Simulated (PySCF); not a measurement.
C₃H₉Ga. Atoms are numbered in the order given.

```xyz
13

Ga    -0.0003     0.0013     0.0007
C     -1.3732    -1.4265    -0.1740
H     -1.2790    -1.9057    -1.1646
H     -2.3899    -1.0024    -0.1239
H     -1.2784    -2.2104     0.5926
C     -0.1666     1.6751    -1.0597
H      0.7908     1.9319    -1.5428
H     -0.4146     2.5126    -0.3837
H     -0.9493     1.6188    -1.8313
C      1.5404    -0.2511     1.2322
H      2.2047     0.6251     1.2772
H      2.1378    -1.1219     0.9104
H      1.1837    -0.4740     2.2522
```

Coordinates come from a B3LYP-D3(BJ)/def2-SVP optimisation. The isomer is the one that the SMILES or the coordinates give; other isomers of the formula were not compared.

Method: PBE/def2-TZVP (PySCF).

Isolated molecule, no solvent.

Computed frontier levels, gap, dipole moment and polarisability:
```json
{
  "highest_occupied_level": "-6.21 eV",
  "lowest_empty_level": "-1.35 eV",
  "orbital_gap": "4.85 eV",
  "dipole_moment": "0.00 D",
  "quadrupole, principal values (traceless, Buckingham form, about the centre of nuclear charge)": "-2.42, -2.40, 4.82 D·Å",
  "mean_static_polarisability": "69.1 bohr³ (10.24 Å³)",
  "polarisability_principal_values": "54.0, 76.6, 76.8 bohr³"
}
```
